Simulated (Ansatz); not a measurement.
Start from `C=C([SiH3])BC` and change one atom or group to get `C=[C]([SiH3])[InH2]`.

Ansatz, PBE0-D4/def2-TZVP geometries, multiplicity 1. Each molecule was computed in one conformer, which needn't be the lowest.

Elements past krypton have def2 core potentials.

| property | `C=C([SiH3])BC` |
| --- | --- |
| LUMO energy (ωB97M-V/def2-TZVPP) / eV | 0.20 |
| LUMO energy (PBE/def2-TZVPP) / eV | -2.84 |
| size of the dipole moment (B3LYP/def2-TZVPP) / D | 0.60 |
| HOMO energy (ωB97M-V/def2-TZVPP) / eV | -10.43 |
| HOMO–LUMO gap (B3LYP/def2-TZVPP) / eV | 5.97 |
| size of the dipole moment (PBE/def2-TZVPP) / D | 0.53 |

Task: Give the same properties after the change, and the shifts. (Best estimate.)

Result: The calculation gave: 
```csv
property,`C=[C]([SiH3])[InH2]`,shift
LUMO energy (ωB97M-V/def2-TZVPP) / eV,-0.35,-0.55
LUMO energy (PBE/def2-TZVPP) / eV,-2.69,0.15
size of the dipole moment (B3LYP/def2-TZVPP) / D,0.72,0.12
HOMO energy (ωB97M-V/def2-TZVPP) / eV,-9.40,1.03
HOMO–LUMO gap (B3LYP/def2-TZVPP) / eV,4.94,-1.03
size of the dipole moment (PBE/def2-TZVPP) / D,0.72,0.19
```

With PBE0 the HOMO rises by 0.91 eV and the LUMO falls by 0.05 eV, so the gap narrows by about 0.96 eV. PBE moves the HOMO by 0.72 eV and ωB97M-V by 1.03 eV. Dipoles are sizes alone; their direction can turn.

B3LYP here is the variant with VWN-RPA as its local correlation; programs differ in this.
